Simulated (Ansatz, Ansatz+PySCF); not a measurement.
```xyz
4

O     0.0000    0.0000   -0.1627
H     0.0000    0.0000    1.3019
H    30.0000    0.0000   -1.8220
F    30.0000    0.0000    0.2024
```

Basis set: 6-31G (spherical functions). Left uncorrelated: 2 orbitals. Correlation on ROHF uses semicanonical orbitals with singles. Charge 0, multiplicity 2.

Computed with Ansatz (development build ahead of 0.2.0); each method stands on the lowest determinant of its kind that the runs found.

Give the atomization energy at this shape (free ground-state atoms in the same class of orbitals less the molecule, no zero-point energy) of doublet H2OF by ROHF-CCSD(T), UHF-CCSD(T), ROHF-MP2, UHF-MP2, UHF, ROHF.

```json
{"method": "ROHF-CCSD(T)", "atomization energy": "2.36 eV"}
{"method": "UHF-CCSD(T)", "atomization energy": "2.24 eV"}
{"method": "ROHF-MP2", "atomization energy": "1.25 eV"}
{"method": "UHF-MP2", "atomization energy": "1.15 eV"}
{"method": "UHF", "atomization energy": "0.48 eV"}
{"method": "ROHF", "atomization energy": "-3.40 eV"}
```

Caution: the shape is not the minimum. Caution for ROHF-CCSD(T), ROHF-MP2, ROHF: an unrestricted determinant lies well below. Caution for ROHF-CCSD(T), UHF-CCSD(T), ROHF-MP2, UHF-MP2: large amplitudes, a single reference is doubtful. Caution for ROHF-CCSD(T): the amplitudes may be one of several solutions. Caution for UHF-CCSD(T): another reference gives a lower total. Caution for UHF-CCSD(T), UHF-MP2, UHF: the unrestricted determinant is a mixture of spin states. Caution for ROHF-MP2, UHF-MP2: forces differ strongly between restricted and unrestricted references. Caution for ROHF: the molecule lies well above its atoms at this level.

This basis has no polarisation functions and is too small for such energies, which can lie far from measured ones in either direction.
